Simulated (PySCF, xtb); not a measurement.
B₂Cl₃, SMILES ClB(Cl)[B]Cl (connectivity only; charge and spin as stated), charge +1, multiplicity 1. The values are those of a single conformer.

Harmonic wavenumbers (cm⁻¹) from GFN2-xTB (xtb) at its own minimum, in rising order: 53, 145, 202, 263, 409, 422, 582, 902, 1322.

Question: What does PBE-D3(BJ)/def2-SVP run with PySCF give at its own minimum? (An estimate is asked for; the answer gives what the named calculation found.)

Answer: 37, 163, 208, 379, 404, 470, 836, 1028, 1302. Paired by order, the mean absolute difference is 67 cm⁻¹ and the zero-point energies are 6.1 and 6.9 kcal/mol.
